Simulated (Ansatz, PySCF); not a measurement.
Pair of molecules: CH5N (SMILES CN) (first 7 atoms) with CH6Si (SMILES C[SiH3]); geometry from B3LYP-D3(BJ)/def2-TZVP, rigid monomers moved along the line of their centres of mass till H6···Si9 is 4.45 Å.
(charge 0, multiplicity 1):
```xyz
15

C     -0.97873     0.27069     0.08909
N      0.42797     0.15753     0.47035
H     -1.23483    -0.54925    -0.58362
H     -1.12707     1.20074    -0.46169
H     -1.68814     0.25599     0.92702
H      0.59615    -0.70616     0.97162
H      0.69621     0.91703     1.08416
C      1.63743    -0.26883     5.50592
Si    -0.22374    -0.14148     5.30589
H      1.91040    -1.20665     5.99323
H      2.01722     0.55099     6.11842
H      2.14597    -0.23107     4.54116
H     -0.74293    -1.25884     4.48065
H     -0.59733     1.13429     4.64876
H     -0.88759    -0.19421     6.63120
```

Monomers are frozen at their geometry in the pair; levels with a basis set take the counterpoise correction.

Correlated levels freeze the cores.

Run with Ansatz (Gaussian orbitals); PySCF for the dispersion terms. 

PBE/def2-TZVPPD gives -1.0 kJ/mol for the interaction energy.

Question: Where do these levels fall relative to PBE: PBE-D3(BJ)/def2-TZVPPD, r2SCAN/def2-TZVPPD, PBE0/def2-TZVPPD, wB97M-V/def2-TZVPPD, MP2/aug-cc-pV(D+d)Z, CCSD(T)/aug-cc-pV(D+d)Z.

Answer: PBE-D3(BJ)/def2-TZVPPD -1.9; r2SCAN/def2-TZVPPD 0.0; PBE0/def2-TZVPPD 0.3; wB97M-V/def2-TZVPPD -1.0; MP2/aug-cc-pV(D+d)Z -0.8; CCSD(T)/aug-cc-pV(D+d)Z -0.9 kJ/mol. 2 of 6 lie above PBE; the widest gap is to PBE-D3(BJ)/def2-TZVPPD.

Ansatz is an electronic-structure program.
